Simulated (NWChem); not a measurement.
System: hydrogen sulfate (HSO$_{4}$ anion); SMILES O=S(=O)([O-])O

NWChem input:

```
start job
memory heap 200 mb stack 900 mb global 1100 mb
charge -1
geometry units angstroms noautosym nocenter noautoz
  O     -0.063529    -1.287643    -0.823386
  S      0.006026     0.172005     0.076375
  O      0.054943    -0.342402     1.478533
  O     -1.244229     0.874554    -0.295562
  O      1.249813     0.826501    -0.394394
  H      0.009116    -1.967039    -0.139946
end
basis spherical
  * library aug-cc-pvdz
end
dft
  xc pbe0
  iterations 150
end
cosmo
  do_cosmo_smd true
  solvent water
end
task dft energy
```

NWChem printed, in part:

```
             Northwest Computational Chemistry Package (NWChem) 7.3.0
             --------------------------------------------------------

                             Geometry "geometry" -> ""
                             -------------------------

 Output coordinates in angstroms (scale by  1.889725989 to convert to a.u.)

  No.       Tag          Charge          X              Y              Z
 ---- ---------------- ---------- -------------- -------------- --------------
    1 O                    8.0000    -0.06352900    -1.28764300    -0.82338600
    2 S                   16.0000     0.00602600     0.17200500     0.07637500
    3 O                    8.0000     0.05494300    -0.34240200     1.47853300
    4 O                    8.0000    -1.24422900     0.87455400    -0.29556200
    5 O                    8.0000     1.24981300     0.82650100    -0.39439400
    6 H                    1.0000     0.00911600    -1.96703900    -0.13994600

 Effective nuclear repulsion energy (a.u.)     270.0992260931

                                 NWChem DFT Module
                                 -----------------

 Summary of "ao basis" -> "ao basis" (spherical)
 ------------------------------------------------------------------------------
       Tag                 Description            Shells   Functions and Types
 ---------------- ------------------------------  ------  ---------------------
 O                        aug-cc-pvdz                9       23   4s3p2d
 S                        aug-cc-pvdz               11       27   5s4p2d
 H                        aug-cc-pvdz                5        9   3s2p

 in cosmo_initialize ...
 calling solv_data for solv:h2o

 solvent parameters
 solvname_short: h2o
 solvname_long:  water
 dielec:       78.4000
 dielecinf:     1.7769
 aqueous SMD model solvent descriptors
 dielec:       78.4000
 sola:          0.8200

          ---------------
          -cosmo- solvent
          ---------------
 Cosmo: York-Karplus, doi: 10.1021/jp992097l
 dielectric constant -eps-     =  78.40
 screen = (eps-1)/(eps    )    =   0.98724
 surface charge correction     = lagrangian

   van der Waals surface
 --------------------------

 ---------- ATOMIC COORDINATES (A.U.) ------------ VDWR(ANG.) --
     1   -0.12005240   -2.43329244   -1.55597392     1.520
     2    0.01138749    0.32504232    0.14432782     2.490
     3    0.10382721   -0.64704596    2.79402224     1.520
     4   -2.35125188    1.65266742   -0.55853119     1.520
     5    2.36180411    1.56186042   -0.74529659     1.520
     6    0.01722674   -3.71716472   -0.26445959     1.200
 number of segments per atom =        128
 number of   points per atom =        128
 atom (   nspa,  nppa )
 ----------------------
    1 (     49,     0 )       0
    2 (     89,     0 )       0
    3 (     48,     0 )       0
    4 (     50,     0 )       0
    5 (     51,     0 )       0
    6 (     52,     0 )       0
 number of -cosmo- surface points =      339
 molecular surface =     91.059 angstrom**2
 molecular volume  =     76.521 angstrom**3
 -lineq- algorithm             =   0
 -bem- low  level              =   3
 -bem- from -octahedral-
 gaussian surface charge width =   4.50000
 degree of switching           =   1.00000
 switching function tolerance  =   0.00010
 atomic radii =
 --------------
    1  8.000  1.520
    2 16.000  2.490
    3  8.000  1.520
    4  8.000  1.520
    5  8.000  1.520
    6  1.000  1.200
 ...... end of -cosmo- initialization ......

 nat:                     6
 ixmem:                  2111
 calling mnsol_interface()
 G(SMD-CDS) energy (kcal/mol)  =     0.528
 SMD-CDS SASA (angstrom**2)    =   115.875

            General Information
            -------------------
          SCF calculation type: DFT
          Wavefunction type:  closed shell.
          No. of atoms     :     6
          No. of electrons :    50
           Alpha electrons :    25
            Beta electrons :    25
          Charge           :    -1
          Spin multiplicity:     1
          Use of symmetry is: off; symmetry adaption is: off
          Maximum number of iterations: 150
          AO basis - number of functions:   128
                     number of shells:    52
          Convergence on energy requested:  1.00D-06
          Convergence on density requested:  1.00D-05
          Convergence on gradient requested:  5.00D-04

              XC Information
              --------------
                         PBE0 Method XC Functional
                     Hartree-Fock (Exact) Exchange  0.250
          PerdewBurkeErnzerhof Exchange Functional  0.750
            Perdew 1991 LDA Correlation Functional  1.000 local
           PerdewBurkeErnz. Correlation Functional  1.000 non-local

             Grid Information
             ----------------
          Grid used for XC integration:  medium
          Radial quadrature: Mura-Knowles
          Angular quadrature: Lebedev.
          Tag              B.-S. Rad. Rad. Pts. Rad. Cut. Ang. Pts.
          ---              ---------- --------- --------- ---------
          O                   0.60       49          13.0       434
          S                   1.00       88          12.0       590
          H                   0.35       45          12.0       434
          Grid pruning is: on
          Number of quadrature shells:   329
          Spatial weights used:  Erf1

      Superposition of Atomic Density Guess
      -------------------------------------

 Sum of atomic energies:        -697.04542715

 Renormalizing density from      49.00 to     50

      Non-variational initial energy
      ------------------------------

 Total energy =    -707.354183
 1-e energy   =   -1530.915308
 2-e energy   =     553.461899
 HOMO         =      -0.081817
 LUMO         =       0.163895

   convergence    iter        energy       DeltaE   RMS-Dens  Diis-err
 ---------------- ----- ----------------- --------- --------- ---------
     COSMO gas phase
 d= 0,ls=0.0,diis     1   -698.9330942279 -9.69D+02  2.43D-02  3.48D+00
 d= 0,ls=0.0,diis     2   -698.5529453655  3.80D-01  1.49D-02  7.93D+00
 d= 0,ls=0.0,diis     3   -699.2990751634 -7.46D-01  2.35D-03  2.04D-01
 d= 0,ls=0.0,diis     4   -699.3150540395 -1.60D-02  8.76D-04  3.14D-02
 d= 0,ls=0.0,diis     5   -699.3176644685 -2.61D-03  2.82D-04  5.17D-03
  Resetting Diis
 d= 0,ls=0.0,diis     6   -699.3181412280 -4.77D-04  3.20D-05  4.17D-05
 d= 0,ls=0.0,diis     7   -699.3181456004 -4.37D-06  8.13D-06  8.52D-07
 d= 0,ls=0.0,diis     8   -699.3181456078 -7.38D-09  5.07D-06  8.60D-07

   convergence    iter        energy       DeltaE   RMS-Dens  Diis-err
 ---------------- ----- ----------------- --------- --------- ---------
     COSMO solvation phase
 d= 0,ls=0.0,diis     1   -699.4239169331 -1.06D-01  1.74D-03  8.47D-03
 d= 0,ls=0.0,diis     2   -699.4258907389 -1.97D-03  4.41D-04  3.90D-03
 d= 0,ls=0.0,diis     3   -699.4262233414 -3.33D-04  1.96D-04  1.39D-03
 d= 0,ls=0.0,diis     4   -699.4263186324 -9.53D-05  6.43D-05  1.52D-04
 d= 0,ls=0.0,diis     5   -699.4263213093 -2.68D-06  2.06D-05  1.40D-05
 d= 0,ls=0.0,diis     6   -699.4263264062 -5.10D-06  6.66D-06  1.78D-06
 d= 0,ls=0.0,diis     7   -699.4263269784 -5.72D-07  1.93D-06  1.20D-07

         Total DFT energy =     -699.426326978400
      One electron energy =    -1521.678197134953
           Coulomb energy =      602.545273124227
    Exchange-Corr. energy =      -60.305183545970
 Nuclear repulsion energy =      270.099226093128

             COSMO energy =        9.912554485168

 Numeric. integr. density =       50.000003217310

                                COSMO-SMD solvation results
                                ---------------------------

             internal energy in gas <Psi(g)|H|Psi(g)> =      -699.318145607800
         internal energy in solvent <Psi(s)|H|Psi(s)> =      -699.314771831662
                               delta internal energy  =         0.003373776138 (    2.12 kcal/mol)
   total free energy in solvent <Psi(s)|H+V/2|Psi(s)> =      -699.427168824470
 polarization energy contribution <Psi(s)|V/2|Psi(s)> =        -0.112396992808 (  -70.53 kcal/mol)
    total free energy in solvent including G(SMD-CDS) =      -699.426326978400
                       G(SMD-CDS) energy contribution =         0.000841846071 (    0.53 kcal/mol)
     1 M fixed-concentration free energy of solvation =        -0.108181370600 (  -67.88 kcal/mol)

                       DFT Final Molecular Orbital Analysis
                       ------------------------------------

 Vector   23  Occ=2.000000D+00  E=-3.281502D-01
              MO Center= -2.7D-02, -2.0D-01,  7.8D-01, r^2= 2.3D+00
   Bfn.  Coefficient  Atom+Function         Bfn.  Coefficient  Atom+Function
  ----- ------------  ---------------      ----- ------------  ---------------
    56      0.504857  3 O  py                59      0.364505  3 O  py
     7      0.216555  1 O  pz                80     -0.209799  4 O  pz
   103     -0.179659  5 O  pz                83     -0.149395  4 O  pz
    10      0.145274  1 O  pz                57      0.130254  3 O  pz
   106     -0.127371  5 O  pz                60      0.113630  3 O  pz

 Vector   24  Occ=2.000000D+00  E=-3.130574D-01
              MO Center=  3.3D-02,  7.8D-02, -4.2D-01, r^2= 2.8D+00
   Bfn.  Coefficient  Atom+Function         Bfn.  Coefficient  Atom+Function
  ----- ------------  ---------------      ----- ------------  ---------------
     5      0.385903  1 O  px               102      0.295929  5 O  py
     8      0.279955  1 O  px                79     -0.279869  4 O  py
   105      0.228606  5 O  py                82     -0.216600  4 O  py
   103      0.203430  5 O  pz                80     -0.164113  4 O  pz
    78     -0.144061  4 O  px               106      0.144591  5 O  pz

 Vector   25  Occ=2.000000D+00  E=-2.976448D-01
              MO Center=  2.2D-02,  4.3D-01,  2.8D-01, r^2= 2.7D+00
   Bfn.  Coefficient  Atom+Function         Bfn.  Coefficient  Atom+Function
  ----- ------------  ---------------      ----- ------------  ---------------
    55      0.388514  3 O  px                58      0.293253  3 O  px
    80      0.285556  4 O  pz               103     -0.271394  5 O  pz
    83      0.215889  4 O  pz               106     -0.205256  5 O  pz
   101     -0.198058  5 O  px                78     -0.183003  4 O  px
   102      0.180350  5 O  py                79     -0.172285  4 O  py

 Vector   26  Occ=0.000000D+00  E=-4.365449D-03
              MO Center=  1.9D-02, -9.7D-01,  1.0D-02, r^2= 1.1D+01
   Bfn.  Coefficient  Atom+Function         Bfn.  Coefficient  Atom+Function
  ----- ------------  ---------------      ----- ------------  ---------------
    28      1.341444  2 S  s                122      1.126964  6 H  s
    27      0.760764  2 S  s                 77     -0.649738  4 O  s
   100     -0.630034  5 O  s                 39      0.552502  2 S  py
     4     -0.472414  1 O  s                 54     -0.400626  3 O  s
   121      0.366129  6 H  s                  3     -0.282042  1 O  s

 Vector   27  Occ=0.000000D+00  E= 3.761818D-02
              MO Center=  2.2D-02, -1.8D-01,  5.2D-02, r^2= 1.5D+01
   Bfn.  Coefficient  Atom+Function         Bfn.  Coefficient  Atom+Function
  ----- ------------  ---------------      ----- ------------  ---------------
    28      4.229656  2 S  s                 77     -1.495255  4 O  s
   100     -1.481979  5 O  s                122     -1.157514  6 H  s
    39      1.081999  2 S  py                54     -0.842814  3 O  s
    27      0.795043  2 S  s                 84     -0.442804  4 O  px
   107      0.430349  5 O  px               121     -0.365911  6 H  s

 Vector   28  Occ=0.000000D+00  E= 4.798256D-02
              MO Center=  1.2D-02,  1.2D-01,  2.0D-01, r^2= 1.4D+01
   Bfn.  Coefficient  Atom+Function         Bfn.  Coefficient  Atom+Function
  ----- ------------  ---------------      ----- ------------  ---------------
    40      2.423253  2 S  pz                54     -1.646996  3 O  s
     4      0.658296  1 O  s                 77      0.660826  4 O  s
    37      0.612505  2 S  pz               100      0.546473  5 O  s
    12      0.378907  1 O  py                86     -0.340924  4 O  pz
   109     -0.338285  5 O  pz                39     -0.275418  2 S  py

     Multipole analysis of the density
     ---------------------------------

     L   x y z        total         alpha         beta         nuclear
     -   - - -        -----         -----         ----         -------
     0   0 0 0     -1.000000    -25.000000    -25.000000     49.000000

     1   1 0 0      0.008594     -0.072724     -0.072724      0.154043
     1   0 1 0     -1.338904     -1.947966     -1.947966      2.557028
     1   0 0 1     -0.002691     -0.760621     -0.760621      1.518550

     2   2 0 0    -33.877214    -61.466580    -61.466580     89.055945
     2   1 1 0     -0.070346     -0.144417     -0.144417      0.218489
     2   1 0 1      0.006556     -0.127180     -0.127180      0.260916
     2   0 2 0    -27.524407    -67.557273    -67.557273    107.590139
     2   0 1 1      0.457918     -0.202515     -0.202515      0.862948
     2   0 0 2    -33.602753    -61.383147    -61.383147     89.163541
```

Level: PBE0/aug-cc-pVDZ, SMD on the gas-phase geometry. The geometry was optimised at B3LYP/def2-SVPD. No frequency run checked for a minimum. Solvent: water.
